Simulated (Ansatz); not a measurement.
**Worked example: a bond strength in GeSiH3ClO (SMILES Cl[SiH]1[O][GeH2]1)**

The species is GeSiH3ClO (7 atoms), meant as a singlet with charge 0. As SMILES, `Cl[SiH]1[O][GeH2]1`. The shape was relaxed beforehand at PBE0/def2-SVP.

```csv
atom,x (Å),y (Å),z (Å)
Cl,0.9584,-2.4953,0.6669
Si,-0.2784,-1.0440,-0.1013
O,0.4039,0.0215,-1.1733
Ge,0.0506,1.1586,0.3192
H,-1.5514,-1.7018,-0.4868
H,-0.9022,2.2808,-0.1230
H,1.3804,1.7120,0.8525
```

Wanted: the dissociation energy of the H5–Si2 bond into doublet H and doublet GeSiH2ClO (shapes relaxed at PBE0/def2-SVP, no zero-point term). 1 Eh = 2625.50 kJ/mol = 27.2114 eV. Totals in Eh; open shells run unrestricted unless said.

```
           level  program     GeSiH3ClO  doublet H  doublet GeSiH2ClO
    PBE/def2-SVP   Ansatz  -2902.486397  -0.498629       -2901.859773
  B3LYP/def2-SVP   Ansatz  -2903.294154  -0.501259       -2902.659898
wB97M-V/def2-SVP   Ansatz  -2903.038063  -0.491712       -2902.407717
```

Problem. Work out the dissociation energy at each level.

Solution. 
1. PBE/def2-SVP: (-0.498629) + (-2901.859773) − (-2902.486397) = 0.127995 Eh = 336.1 kJ/mol = 3.48 eV.
2. B3LYP/def2-SVP: (-0.501259) + (-2902.659898) − (-2903.294154) = 0.132997 Eh = 349.2 kJ/mol = 3.62 eV.
3. wB97M-V/def2-SVP: (-0.491712) + (-2902.407717) − (-2903.038063) = 0.138634 Eh = 364.0 kJ/mol = 3.77 eV.

The levels span 336 to 364 kJ/mol; no measured value is set beside them. A bond enthalpy at 298 K also holds the loss of zero-point energy and thermal terms.
